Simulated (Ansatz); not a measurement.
`CS[Si](F)(F)F` + HBr → `F[Si](F)(F)Br` + CH₃SH at 298.15 K and 1 bar (ligand exchange at the Si–S bond).

Gas-phase electronic energies from Ansatz, PBE0-D4/def2-TZVP geometries. CCSD(T)/CBS is the MP2 limit (def2-TZVPP, def2-QZVPP) plus CCSD(T) − MP2 in def2-TZVPP, frozen cores. This one scheme is used for every species. For Br outer-core shells are correlated without core-valence functions, which leaves a few kJ/mol of doubt a bond. Scalar relativity is left out up to krypton. Each species was taken in one conformer, which may not be the lowest.

```json
{"species": "`CS[Si](F)(F)F`", "CCSD(T)/CBS energy (Eh)": "-1026.33397", "H − E (kJ/mol)": "151.9", "S (J/(mol·K))": "370.2"}
{"species": "HBr", "CCSD(T)/CBS energy (Eh)": "-2573.91920", "H − E (kJ/mol)": "24.6", "S (J/(mol·K))": "198.6"}
{"species": "`F[Si](F)(F)Br`", "CCSD(T)/CBS energy (Eh)": "-3162.03492", "H − E (kJ/mol)": "45.3", "S (J/(mol·K))": "319.4"}
{"species": "CH₃SH", "CCSD(T)/CBS energy (Eh)": "-438.22835", "H − E (kJ/mol)": "133.0", "S (J/(mol·K))": "253.2"}
```

H − E and S are ideal-gas, rigid-rotor, harmonic terms from PBE0-D4/def2-TZVP, for one conformer and one mirror image of each species. 1 Eh = 2625.50 kJ/mol, R = 8.31446 J/(mol·K).

Task: By hand: ΔE, ΔH, ΔS and ΔG.

Result: ΔE = (-3162.03492) + (-438.22835) − (-1026.33397) − (-2573.91920) = -0.01010 Eh = -26.5 kJ/mol. Δ(H − E) = 45.3 + 133.0 − 151.9 − 24.6 = 1.8, so ΔH = -24.7 kJ/mol. ΔS = 319.4 + 253.2 − 370.2 − 198.6 = 3.8 J/(mol·K). ΔG = -24.7 − 298.15 × (3.8)/1000 = -25.8 kJ/mol.

Task: By hand: the equilibrium constant, and the temperature at which ΔG would vanish if ΔH and ΔS stayed fixed.

Result: log₁₀ K = −ΔG/(RT ln 10) = 4.5. ΔH and −TΔS have one sign here, so there is no such temperature. One of them is within its doubt of zero, so this could turn.

The number of gas molecules stays the same, so ΔS is small and ΔH decides. A doubt of 5 kJ/mol in ΔE shifts log₁₀ K by 0.9 here. Other conformers and mirror images would add mixing entropy, several J/(mol·K) or more a flexible species. Modes under 60 cm⁻¹, often nearly free rotors, make the harmonic entropy too high. These are equilibria of isolated gas molecules and say nothing of rates. Largest T1 diagnostic: 0.011 (customary marks: 0.02 for closed shells, 0.045 for open ones).
